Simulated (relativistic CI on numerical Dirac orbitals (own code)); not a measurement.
Electric-dipole transitions in Sb⁴²⁺

Calculated at this level of theory: Dirac-Coulomb-Breit CI, KLI orbitals optimised for each configuration, model QED (radiative potential, 1s self-energy scaled to tabulated hydrogen-like ionisation energies), unscaled Slater integrals (own radial code, finite nucleus).

CI space (outside the closed core 1s2): 2s2.2p5, 2s.2p6, 2p6.3s, 2p6.3p, 2p6.3d, 2s2.2p4.3s, 2s2.2p4.3p, 2s2.2p4.3d, 2s.2p5.3s, 2s.2p5.3p, 2s.2p5.3d, 2s2.2p4.4s, 2s2.2p4.4p, 2s2.2p4.4d, 2s2.2p4.4f, 2s.2p5.4s. Levels of other configurations are missing.

```csv
λ vac (Å),Lower,Upper,A (s⁻¹),log gf,S velocity/length
2.8512,2s2.2p5 2P°_1/2 [2],2s2.2p4.3d 2D_3/2 [84],3.09e+14,0.18,0.98
2.8564,2s2.2p5 2P°_3/2 [1],2s2.2p4.3d 2P_3/2 [52],3.67e+14,0.25,0.97
2.8568,2s2.2p5 2P°_3/2 [1],2s2.2p4.3d 2F_5/2 [51],3.09e+14,0.36,0.99
2.8599,2s2.2p5 2P°_3/2 [1],2s2.2p4.3d 2S_1/2 [50],3.34e+14,-0.09,0.97
2.8675,2s.2p6 2S_1/2 [3],2s.2p5.3d 2P°_1/2 [105],4.61e+14,0.06,0.98
2.8686,2s.2p6 2S_1/2 [3],2s.2p5.3d 2P°_3/2 [104],3.01e+14,0.17,0.98
2.8714,2s2.2p5 2P°_3/2 [1],2s2.2p4.3d 4F_5/2 [44],1.02e+14,-0.12,0.98
3.0132,2s2.2p5 2P°_1/2 [2],2s2.2p4.3d 2P_1/2 [60],4.79e+14,0.12,0.97
3.0139,2s2.2p5 2P°_3/2 [1],2s2.2p4.3d 2D_5/2 [29],2.30e+14,0.27,0.99
3.0187,2s2.2p5 2P°_1/2 [2],2s2.2p4.3d 2D_3/2 [57],5.24e+14,0.46,0.98
3.0241,2s2.2p5 2P°_3/2 [1],2s2.2p4.3d 2D_3/2 [28],2.57e+14,0.15,0.97
3.0258,2s.2p6 2S_1/2 [3],2s.2p5.3d 2P°_3/2 [93],3.91e+14,0.33,0.98
3.0276,2s2.2p5 2P°_3/2 [1],2s2.2p4.3d 2D_5/2 [27],1.74e+14,0.16,0.99
3.0371,2s2.2p5 2P°_3/2 [1],2s2.2p4.3s 2D_5/2 [24],1.13e+14,-0.03,0.98
3.0499,2s.2p6 2S_1/2 [3],2s.2p5.3d 4D°_1/2 [85],3.23e+14,-0.05,0.98
8.6632,2s2.2p4.3p 2D°_5/2 [8],2s2.2p4.4d 2F_7/2 [127],1.93e+13,0.24,0.99
9.0567,2s2.2p4.3p 2D°_5/2 [10],2s2.2p4.4d 2F_7/2 [129],1.97e+13,0.29,0.99
9.0593,2s2.2p4.3p 4D°_7/2 [11],2s2.2p4.4d 4F_9/2 [130],2.42e+13,0.47,0.99
9.5524,2s2.2p4.3d 4D_3/2 [15],2s2.2p4.4f 4F°_5/2 [136],2.65e+13,0.34,0.99
9.5616,2s2.2p4.3d 4D_5/2 [16],2s2.2p4.4f 4F°_7/2 [135],3.29e+13,0.56,0.99
9.5617,2s2.2p4.3d 2G_7/2 [46],2s2.2p4.4f 2H°_9/2 [185],4.61e+13,0.80,1.00
9.5845,2s2.2p4.3d 4F_7/2 [18],2s2.2p4.4f 2G°_9/2 [134],4.41e+13,0.78,1.00
9.6452,2s2.2p4.3d 4F_7/2 [45],2s2.2p4.4f 4G°_9/2 [180],4.81e+13,0.83,0.99
9.6558,2s2.2p4.3d 2G_9/2 [53],2s2.2p4.4f 2H°_11/2 [189],4.96e+13,0.92,1.00
9.6567,2s2.2p4.3d 2F_7/2 [20],2s2.2p4.4f 2G°_9/2 [139],4.28e+13,0.78,0.99
9.6646,2s2.2p4.3d 4F_9/2 [21],2s2.2p4.4f 4G°_11/2 [140],4.96e+13,0.92,1.00
9.6969,2s2.2p4.3d 2F_5/2 [48],2s2.2p4.4f 4D°_7/2 [182],4.37e+13,0.69,0.99
9.7103,2s2.2p4.3d 2D_5/2 [29],2s2.2p4.4f 2F°_7/2 [147],4.44e+13,0.70,0.99
9.7131,2s2.2p4.3d 2F_7/2 [55],2s2.2p4.4f 2G°_9/2 [193],4.14e+13,0.77,1.00
9.8544,2s2.2p4.3d 2D_5/2 [27],2s2.2p4.4f 2F°_7/2 [141],2.98e+13,0.54,0.99
```

Terms are leading LS components. Brackets give the number of a level in order of energy, since labels repeat. The list gives strong lines, with weight on those to low levels, among the lowest 200 of 207 levels, so that lines to higher ones, which can be the strongest, are missing. Levels whose partners in the same complex of configurations lie outside the list can be far off, and so can their lines. Rates are taken at the computed energies, electric ones in the length gauge. A velocity-to-length ratio far from 1 marks an uncertain rate.

At this charge energies of transitions that change n are usually good to better than 1 %, and those within a shell (Δn = 0) to a few per cent.

LS names give the leading component of a level, which can be under half, so a name can repeat, a term be missing and a line seem to break the LS rules.
